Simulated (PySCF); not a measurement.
**TiH2: fields on a plane**

Computed with UPBE0/[Ti def2-TZVP, H def2-TZVP], no relativity, density fitting, PySCF.

The triplet minimum has Ti–H 1.757 Å (×2); H–Ti–H 122.2°.

The plane holds Ti1 at (0.00, 0.00), H2 at (1.76, 0.00), H3 at (-0.94, 1.49) Å. Columns run from x = -2.85 to 4.05 Å, rows from y = 3.75 (top) to -1.95 Å, in steps of 0.3 Å. Other isomers or separated fragments may lie lower.

**Question.** Give the electrostatic potential (V) (cut at 20 V). Lower edges of the bins (V): '0' -1.28, '1' -1.15, '2' -0.96, '3' -0.64, '4' -0.14, '5' 0.65, '6' 1.91, '7' 3.90, '8' 7.06, '9' 12.07; top 20.0.

**Answer.** 
```
333322222233333333333333
333222222222333333333333
332221111122333333333333
322110000112233333333333
322100100012233333333333
321113432122333332233333
321136775333433322222333
321248997555543322222233
322258997666654311112223
333346888888764310001223
444456789999875542001223
444556899999987875200122
445567899999988997310122
455667999999988997311122
555667899999987875211223
555667899999876543111223
555667788998765432122233
555566777887765432222333
555556667776665433333333
555555666666655443333333
```

**Question.** Give the electron localisation function (set to 0 where the density is under 0.005 e/Å³). Every second row and column.

**Answer.** 
```
0.00 0.00 0.00 0.00 0.00 0.00 0.00 0.00 0.00 0.00 0.00 0.00
0.00 0.00 0.00 0.74 0.00 0.00 0.00 0.00 0.00 0.00 0.00 0.00
0.00 0.00 1.00 1.00 1.00 0.78 0.00 0.00 0.00 0.00 0.00 0.00
0.00 0.99 1.00 1.00 1.00 0.87 0.04 0.02 0.00 0.00 0.00 0.00
0.00 0.99 1.00 1.00 0.99 0.23 0.02 0.29 0.90 0.87 0.00 0.00
0.00 0.91 0.97 0.79 0.36 0.36 0.04 0.93 1.00 1.00 0.88 0.00
0.00 0.16 0.11 0.15 0.91 0.49 0.46 0.99 1.00 1.00 0.98 0.00
0.00 0.00 0.01 0.03 0.63 0.83 0.50 0.97 1.00 1.00 0.97 0.00
0.00 0.00 0.09 0.07 0.05 0.06 0.04 0.84 1.00 0.99 0.00 0.00
0.00 0.00 0.23 0.31 0.15 0.02 0.02 0.33 0.79 0.00 0.00 0.00
```

Other spin states or occupations of the open shell can lie lower.
